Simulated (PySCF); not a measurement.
CH2I2, SMILES C(I)I.

Coordinates come from a TPSSh-D3(BJ)/def2-SVP optimisation. The def2 effective core potentials stand for the cores of I; spin–orbit coupling is left out.

These are r2SCAN/def2-TZVPD (PySCF) values and carry that method's errors.

Isolated molecule, no solvent.

Task: Estimate the frontier levels, gap, dipole moment and polarisability. (An estimate is asked for; the answer gives what the named calculation found.)

Result: 
The highest occupied level is -6.59 eV and the lowest empty level comes out as -2.80 eV. The orbital gap is 3.78 eV, the dipole moment is 1.18 D and the quadrupole, principal values (traceless, Buckingham form, about the centre of nuclear charge) is -1.79, -0.96, 2.76 D·Å. The mean static polarisability is 86.7 bohr³ (12.85 Å³) and the polarisability, principal values is 68.8, 72.9, 118.4 bohr³.
